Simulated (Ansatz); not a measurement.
Gas-phase reaction R1 → 2 P1, each structure at its B3LYP-D3(BJ)/def2-TZVP stationary point, reached from a drawn start (curvature not checked).
R1: Cl2 (SMILES ClCl), charge 0, multiplicity 1.
P1: Cl atom, charge 0, multiplicity 2.

P less R. No zero-point or thermal terms; singlets are restricted closed shells; open shells are unrestricted; no spin–orbit coupling.

Frozen-core correlation throughout.

Programs: Ansatz (a first-principles code). No computed number here is a measurement.

Total energies in hartree:

| structure | PBE/def2-TZVPP | B3LYP/def2-TZVPP | CCSD(T)/cc-pV(Q+d)Z |
|---|---|---|---|
| R1 | -920.021287 | -920.422107 | -919.479309 |
| P1 | -459.958430 | -460.167005 | -459.694492 |

Task: Work out the reaction energy at each level in kcal/mol (1 hartree = 627.50947 kcal/mol), and say how far PBE/def2-TZVPP lies from CCSD(T)/cc-pV(Q+d)Z.

Result: 
- PBE/def2-TZVPP: 2 × (-459.958430) − (-920.021287) = 0.104427 hartree = 65.53 kcal/mol
- B3LYP/def2-TZVPP: 2 × (-460.167005) − (-920.422107) = 0.088097 hartree = 55.28 kcal/mol
- CCSD(T)/cc-pV(Q+d)Z: 2 × (-459.694492) − (-919.479309) = 0.090325 hartree = 56.68 kcal/mol
PBE/def2-TZVPP less CCSD(T)/cc-pV(Q+d)Z: 8.85 kcal/mol. CCSD(T)/cc-pV(Q+d)Z is the level counted from, the highest shown, and no exact or measured value.
